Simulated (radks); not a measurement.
Question: Te+, 51 electrons, occupied as [Kr] 4d10 5s2 5p3. All-electron calculation, Dirac Kohn-Sham, PBEsol, spin-unpolarised, spherical densities, point nucleus; open shells fill j = l - 1/2 first. Program: a radial shooting solver on a logarithmic mesh with Libxc functionals. Some entries of the table are withheld. Estimate them.

orbital  occ.  eigenvalue (Ry)  <r> (bohr)
1s1/2       2        -2322.536     0.02782
2s1/2       2        -356.6121      0.1195
2p1/2       2        -334.1997      0.1008
2p3/2       4        -314.0405      0.1064
3s1/2       2              (1)      0.3220
3p1/2       2        -62.25422      0.3124
3p3/2       4        -58.49738      0.3238
3d3/2       4        -42.22915         (2)
3d5/2       6        -41.44325         (3)
4s1/2       2              (4)      0.7647
4p1/2       2         -9.53077      0.8016
4p3/2       4         -8.81468      0.8304
4d3/2       4         -3.76182      0.9644
4d5/2       6         -3.65366      0.9767
5s1/2       2         -1.71357       2.033
5p1/2       2         -1.04488       2.415
5p3/2       1         -0.97630       2.513

Answer: 
(1) 3s1/2 eigenvalue (Ry): -71.46974
(2) 3d3/2 <r> (bohr): 0.2948
(3) 3d5/2 <r> (bohr): 0.2984
(4) 4s1/2 eigenvalue (Ry): -12.69866
